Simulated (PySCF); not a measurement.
# Exercise with solution: dipole moment from atomic charges

CClF, SMILES F[C]Cl (connectivity only; charge and spin as stated), neutral, multiplicity 1. Atoms are numbered in the order given.

```xyz
3

F      0.2907    -1.4672     0.0000
C     -0.6754    -0.5973     0.0000
Cl     0.0845     0.9876     0.0000
```
Charge 0, spin multiplicity 1.

Geometry: r2SCAN-D4/def2-TZVP. The isomer is the one that the SMILES or the coordinates give; other isomers of the formula were not compared.

Charges (e) from r2SCAN/def2-TZVPD (PySCF):

| atom | ESP fit | IAO |
|---|---|---|
| F1 | 0.096 | -0.150 |
| C2 | -0.152 | 0.106 |
| Cl3 | 0.056 | 0.045 |

The dipole moment of the full density is 0.78 D.

### Question
What dipole moment does each set of point charges give, and which comes closer to that of the density?

### Answer

μ = Σ q r, and 1 e Å = 4.8032 D.
ESP fit: Σ q r = (0.135, 0.005, 0.000) e Å, |μ| = 0.65 D.
IAO: Σ q r = (-0.111, 0.201, 0.000) e Å, |μ| = 1.10 D.
ESP fit comes closer in size. Point charges leave out the atoms' own dipoles (lone pairs, polarised bonds); fits to the potential absorb them, partitions of the density don't.
